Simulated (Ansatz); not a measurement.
cis-NiH2(NH3)2 (NiN2H8), 11 atoms. Hardware: 4 threads of Arm Neoverse V2 on a shared host.

The 6-31G sets use Cartesian d functions. Correlated methods freeze 7 core orbitals; core or outer-core shells of Ni are correlated, in sets that lack core-valence functions.

Problem. How many basis functions does each of these Ansatz runs have, and roughly what does it cost? PBE0-D4/def2-SVP, charge 0 unrestricted singlet, energy with a search over starts; B3LYP-D4/def2-TZVP, charge 0 triplet, energy, from earlier orbitals; PBE0-D4/def2-SVP, charge -1 doublet at the geometry of the charge 0 singlet, energy with a search over starts; B97M-V/def2-TZVP, charge 0 singlet, energy, from earlier orbitals; PBE0-D4/def2-TZVPD, charge 0 singlet, energy, from earlier orbitals; PBE0-D4/def2-SVP, charge 0 singlet, energy with a search over starts; LDA (SPW92)/def2-TZVP, charge 0 triplet, energy, from earlier orbitals; RPA@PBE/def2-TZVP, charge 0 triplet, energy, from earlier orbitals; B3LYP-D4/def2-TZVP, charge 0 singlet, energy, from earlier orbitals; B3LYP-D4/6-31G, charge 0 singlet, energy; revPBE-D4/def2-TZVP, charge 0 triplet, energy, from earlier orbitals; PBE0-D4/def2-TZVP, charge 0 singlet, energy and forces, from earlier orbitals.

Solution. Other jobs shared the machine, so times can vary by a factor of up to 3. A dash marks memory too small to be measured apart from the calling script's.

```tsv
run	functions	fitting or Cholesky vectors	wall time	peak host memory (GiB)
B3LYP-D4/6-31G, charge 0 singlet, energy	63	794	1 s	–
PBE0-D4/def2-SVP, charge 0 singlet, energy with a search over starts	99	1043	1.2 s	–
LDA (SPW92)/def2-TZVP, charge 0 triplet, energy, from earlier orbitals	155	1109	1.4 s	–
B3LYP-D4/def2-TZVP, charge 0 singlet, energy, from earlier orbitals	155	1174	1.7 s	–
revPBE-D4/def2-TZVP, charge 0 triplet, energy, from earlier orbitals	155	1109	2.2 s	–
PBE0-D4/def2-TZVPD, charge 0 singlet, energy, from earlier orbitals	194	1335	2.4 s	–
PBE0-D4/def2-TZVP, charge 0 singlet, energy and forces, from earlier orbitals	155	1200	2.6 s	–
PBE0-D4/def2-SVP, charge 0 unrestricted singlet, energy with a search over starts	99	1043	3 s	–
RPA@PBE/def2-TZVP, charge 0 triplet, energy, from earlier orbitals	155	1230	4.5 s	–
B97M-V/def2-TZVP, charge 0 singlet, energy, from earlier orbitals	155	1109	5.5 s	–
PBE0-D4/def2-SVP, charge -1 doublet at the geometry of the charge 0 singlet, energy with a search over starts	99	1043	6 s	–
B3LYP-D4/def2-TZVP, charge 0 triplet, energy, from earlier orbitals	155	1174	7.5 s	0.65
```
